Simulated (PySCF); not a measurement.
C2H6AlF. Atoms are numbered in the order given.

```xyz
10

Al    -0.0249     0.0217    -0.0222
C      1.7493    -0.2905    -0.7667
H      2.2670    -1.1400    -0.2917
H      2.3843     0.6019    -0.6185
H      1.7105    -0.4716    -1.8539
C     -0.7118    -0.6252     1.6835
H     -1.3781    -1.4915     1.5194
H     -1.3148     0.1417     2.1978
H      0.0874    -0.9543     2.3677
F     -1.0731     0.9473    -0.9481
```

Coordinates come from a B3LYP-D3(BJ)/def2-SVP optimisation. The isomer is the one that the SMILES or the coordinates give; other isomers of the formula were not compared.

Method: TDDFT-M06-2X/def2-SVPD (PySCF).

Vertical excitations. Gas-phase values at a fixed geometry.

| state | energy (eV) | λ (nm) | f | main pairs |
|---|---|---|---|---|
| S1 | 5.92 | 209 | 0.000 | HOMO→LUMO+1 99 % |
| S2 | 6.61 | 188 | 0.171 | HOMO→LUMO 95 % |
| S3 | 8.09 | 153 | 0.018 | HOMO→LUMO+3 73 % |
| S4 | 8.09 | 153 | 0.049 | HOMO→LUMO+2 40 %, HOMO−1→LUMO 39 %, HOMO→LUMO+3 16 % |
| S5 | 8.19 | 151 | 0.053 | HOMO−1→LUMO+1 95 % |
| S6 | 8.76 | 142 | 0.010 | HOMO→LUMO+2 47 %, HOMO−1→LUMO 45 % |
| S7 | 8.79 | 141 | 0.065 | HOMO→LUMO+4 82 % |
| S8 | 8.99 | 138 | 0.004 | HOMO→LUMO+5 91 % |
| S9 | 9.23 | 134 | 0.004 | HOMO→LUMO+6 72 % |
| S10 | 9.30 | 133 | 0.000 | HOMO−2→LUMO+1 87 % |
| T1 | 5.61 | 221 | 0 | HOMO→LUMO+1 98 % |
| T2 | 6.06 | 205 | 0 | HOMO→LUMO 85 % |
| T3 | 7.15 | 173 | 0 | HOMO−1→LUMO+1 93 % |
| T4 | 7.66 | 162 | 0 | HOMO−1→LUMO 62 %, HOMO→LUMO+2 22 % |
Triplets are in the Tamm–Dancoff approximation, which puts them higher than full response would, so one can lie above its singlet here.
